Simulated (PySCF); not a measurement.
# Static response to an electric field

Compound: MgI2.
Geometry (PBE0-D3(BJ)/def2-SVP, Å), atoms numbered from 1 in this order:
```
atom  x, y, z in Å
Mg1   -0.006   -0.003    0.000
I2    -0.015   -0.020    2.546
I3     0.020    0.023   -2.546
```

Level: B3LYP/def2-SVPD (PySCF), static field, nuclei fixed, core orbitals frozen in the response. The polarisability tensor in these axes (au):

```
x    82.49   0.00  -0.38
y     0.00  82.50  -0.47
z    -0.38  -0.47 138.07
```

Problem. Diagonalise the tensor; give its mean and Δα, where Δα² is half the sum of the squared differences of the eigenvalues.

Solution. Principal values 82.49, 82.49 and 138.08 au; mean 101.02 au = 14.97 Å³ = 16.66 × 10⁻⁴⁰ C²·m²/J; Δα = 55.59 au (55 % of the mean).

Problem. What is the dipole moment?

Solution. 0.03 D; point group D∞h allows none, and the residue is numerical.

Problem. What depolarisation ratio follows for Rayleigh scattering of linearly polarised light, taking the static tensor?

Solution. ρ = 3Δα²/(45ᾱ² + 4Δα²) = 9269.9/(459234 + 12359.9) = 0.0197.

Problem. Find the Langevin capture rate constant for H3+ (3.023 u) meeting this molecule (277.794 u), k = 2.342 × 10⁻⁹ cm³/s × √(α in Å³ / reduced mass in u).

Solution. The reduced mass is 2.99 u, so k = 5.24 × 10⁻⁹ cm³/s.

Problem. Sum over states: ᾱ = Σ f/ω², ω in Eh. What share falls to these 10 lowest TDDFT singlets (eV, f)? 4.34, 0.0000; 4.34, 0.0000; 4.54, 0.0498; 4.54, 0.0498; 5.51, 0.0560; 5.54, 0.0000; 5.55, 0.0000; 5.55, 0.0000; 5.68, 0.0000; 5.69, 0.0000.

Solution. They add up to 4.94 au, 4.9 % of the 101.02 au; the largest single term is 1.79 au, from the state at 4.54 eV. Terms in order: 0.00, 0.00, 1.79, 1.79, 1.36, 0.00, 0.00, 0.00, 0.00, 0.00 au. Higher excitations give the rest. The strengths listed sum to 0.156.

Geometry: PBE0-D3(BJ)/def2-SVP; no solvent, vibrations or thermal averaging. Atoms past krypton carry effective core potentials; spin–orbit coupling is left out.
